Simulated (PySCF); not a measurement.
Method: PySCF, UPBE0, basis Tc def2-SVP with ECP28, O def2-SVP, F def2-SVP (scalar-relativistic core potentials, no spin–orbit coupling, density fitting).

```xyz
4
charge 0 multiplicity 2, angstrom
Tc   -0.0444   -0.0769    0.0000
O    -0.8512   -1.4743    0.0000
F     1.7858    0.0591    0.0000
F    -0.8418    1.5761    0.0000
```

TcOF₂ (doublet), along the line from Tc1 (at 0) through O2 (at 1.614 Å). Core electrons replaced by a potential are absent, the electrostatic potential uses the reduced nuclear charge, and values within about 0.7 Å of such atoms have no physical meaning.

**Question.** Tabulate the fields along this line at 0.81, 0.97, 1.13, 1.29, 1.45, 1.69, 1.86, 2.02, 2.18, 2.34, 2.50 Å.

**Answer.** 
```
distance (Å)  electron density (e/Å³)  spin density (e/Å³)  electron localisation function  electrostatic potential (V)
        0.81                     2.35               0.0227                           0.423                         39.6
        0.97                     2.48             -0.00402                            0.62                         31.2
        1.13                     3.79              -0.0391                           0.785                         45.7
        1.29                     6.28              -0.0949                           0.488                          109
        1.45                     24.3               -0.117                           0.303                          366
        1.69                      192               -0.104                           0.991                          964
        1.86                     8.68              -0.0842                           0.179                          185
        2.02                     4.56              -0.0411                           0.823                         60.8
        2.18                     2.17              -0.0163                            0.91                         21.8
        2.34                    0.969             -0.00684                           0.891                         7.86
        2.50                    0.406             -0.00281                           0.813                         2.69
```

Other spin states or occupations of the open shell can lie lower.
